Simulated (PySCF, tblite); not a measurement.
Isomers of C6H7N2P, one GFN2-xTB conformer each. Single-point energies are computed at PBE0/pcSseg-1 (PySCF, gas phase, no added dispersion term), electronic only.

Problem. Rank them by PBE0/pcSseg-1 energy, lowest first (kcal/mol).
A. `[CH3:1][CH2:2][n:3]1[cH:4][p:5][c:6]([C:7]#[N:8])[cH:9]1` with C1–C2–N3–C4 87°
B. `[CH:1]#[C:2][c:3]1[p:4][cH:5][n:6][n:7]1[CH2:8][CH3:9]` with N6–N7–C8–C9 98°
C. `[CH:1]#[C:2][CH2:3][n:4]1[n:5][cH:6][p:7][c:8]1[CH3:9]` with C2–C3–N4–N5 109°
D. `[CH:1]#[C:2][c:3]1[n:4][n:5]([CH2:6][CH3:7])[cH:8][p:9]1` with N4–N5–C6–C7 87°
E. `Cc1cpc(C#N)n1C`

Solution. E (0.0), A (0.8), B (45.1), D (46.4), C (51.3).

As drawn, the lowest has a C≡N group, which the highest lacks; the highest has a C≡C bond and an N–N linkage, which the lowest lacks. Neighbours under 2.5 kcal/mol apart (Cc1cpc(C#N)n1C and CCn1cpc(C#N)c1; C#Cc1pcnn1CC and C#Cc1nn(CC)cp1) can change places with a better method, another conformer or zero-point energy. GFN2-xTB itself gives, in the same order: 0.0, 3.7, 29.3, 31.8, 33.4. Both levels put the same isomer lowest; measured from each level's own lowest isomer, the values differ by up to 17.9 kcal/mol (C#CCn1ncpc1C: 33.4 against 51.3).

Problem. Which frontier levels, dipoles and rotational constants go with these structures?

Solution. 
| SMILES | HOMO (eV, PBE0/pcSseg-1) | LUMO (eV) | dipole (D) | A, B, C (MHz) |
| --- | --- | --- | --- | --- |
| Cc1cpc(C#N)n1C | -6.72 | -1.50 | 6.13 | 2168, 1319, 828.8 |
| CCn1cpc(C#N)c1 | -7.07 | -1.02 | 7.79 | 2751, 907.1, 725.7 |
| C#Cc1pcnn1CC | -6.81 | -1.44 | 2.62 | 1908, 1431, 878.5 |
| C#Cc1nn(CC)cp1 | -6.75 | -0.86 | 3.39 | 2662, 957.6, 749.8 |
| C#CCn1ncpc1C | -6.74 | -0.42 | 2.95 | 2675, 1061, 871.7 |

Problem. What happens when harmonic zero-point energies from GFN2-xTB frequencies are added?

Solution. 
```
        SMILES  ZPE (kcal/mol)  electronic (kcal/mol)  with ZPE (kcal/mol)
Cc1cpc(C#N)n1C            74.5                    0.0                  0.0
CCn1cpc(C#N)c1            75.0                    0.8                  1.3
  C#Cc1pcnn1CC            74.0                   45.1                 44.6
C#Cc1nn(CC)cp1            73.9                   46.4                 45.8
  C#CCn1ncpc1C            73.8                   51.3                 50.5
```

The zero-point energies span 1.2 kcal/mol. The order is unchanged.
